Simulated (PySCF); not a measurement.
A search over the determinants of KSn⁺

Unrestricted PBE0; K def2-SVPD, Sn def2-SVPD with ECP28; scalar-relativistic core potentials (PySCF 2.14). Outer shells of the fragments: K+ closed shells only; Sn 4d10 5s2 5p2.

Followed along the bond (rough minima from three points):

```
2Ms+1  unpaired  ⟨S²⟩ at the start  R at minimum (Å)  Te (eV)
    3  σ ↑, π ↑               2.00              3.89     0.00
    1  σ ↑, π ↓               1.01              3.94     0.28
    1      none               0.00              3.82     0.62
    3      π ↑↑               2.00  none in the scan   ≤ 0.44
    1      π ↑↓               1.01  none in the scan   ≤ 0.74
```

Solutions found at the starting distance of 3.395 Å, counted from the lowest of them; the search is not exhaustive and high or unbound solutions are not listed, so other states can lie among these:

```csv
2Ms+1,unpaired,term,E (eV),⟨S²⟩,⟨Lz²⟩,μ (D)
3,"σ ↑, π ↑",³Π,0.00,2.00,1.00,-9.46
1,"σ ↑, π ↓",mixed,0.30,1.01,1.00,-9.42
3,π ↑↑,³Σ⁻,0.47,2.00,0.00,-9.95
1,none,¹Σ⁺,0.65,0.00,0.00,-8.58
1,π ↑↓,mixed,0.76,1.01,2.01,-9.89
1,none,mixed,1.60,0.00,2.00,-9.65
3,σ ↑↑,³Σ⁺,3.95,2.00,0.00,1.09
3,π ↑↑,mixed,5.37,2.00,2.01,-0.99
3,"σ ↑, δ ↑",³Δ,6.15,2.00,4.00,-8.97
1,"σ ↑, δ ↓",mixed,6.21,1.00,4.00,-8.98
3,"σ ↑↑, π ↑↓",mixed,6.48,3.00,2.01,-9.66
3,σ ↑↑,mixed,7.30,2.01,2.00,-9.52
```

A term symbol is given only where ⟨S²⟩ and ⟨Lz²⟩ are close to those of a pure state; real π, δ and φ orbitals otherwise mix terms. A positive dipole points towards Sn; it is taken about the centre of mass and depends on that origin.

Spin–orbit coupling is left out.
